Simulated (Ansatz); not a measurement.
One change: `[SiH3]O[Si](Cl)(Cl)Cl` becomes `N#C[Si](Cl)(Cl)Cl`.

Ansatz, PBE0-D4/def2-TZVP geometries, multiplicity 1. Each molecule was computed in one conformer, which needn't be the lowest.

| property | `[SiH3]O[Si](Cl)(Cl)Cl` |
| --- | --- |
| LUMO energy (B3LYP/def2-TZVPP) / eV | -0.53 |
| HOMO–LUMO gap (PBE0/def2-TZVPP) / eV | 8.99 |
| HOMO–LUMO gap (B3LYP/def2-TZVPP) / eV | 8.47 |
| HOMO–LUMO gap (ωB97M-V/def2-TZVPP) / eV | 12.99 |
| LUMO energy (PBE/def2-TZVPP) / eV | -1.24 |
| LUMO energy (PBE0/def2-TZVPP) / eV | -0.30 |

(1) What does the change do to each property? (Estimate.)

Answers

(1) Computed: 
| property | `N#C[Si](Cl)(Cl)Cl` | shift |
| --- | --- | --- |
| LUMO energy (B3LYP/def2-TZVPP) / eV | -1.54 | -1.01 |
| HOMO–LUMO gap (PBE0/def2-TZVPP) / eV | 8.55 | -0.44 |
| HOMO–LUMO gap (B3LYP/def2-TZVPP) / eV | 8.07 | -0.40 |
| HOMO–LUMO gap (ωB97M-V/def2-TZVPP) / eV | 12.94 | -0.05 |
| LUMO energy (PBE/def2-TZVPP) / eV | -2.31 | -1.07 |
| LUMO energy (PBE0/def2-TZVPP) / eV | -1.36 | -1.06 |

With PBE0 the HOMO falls by 0.61 eV and the LUMO falls by 1.06 eV, so the gap narrows by about 0.45 eV. PBE moves the HOMO by -0.62 eV and ωB97M-V by -0.61 eV.

B3LYP here is the variant with VWN-RPA as its local correlation; programs differ in this.
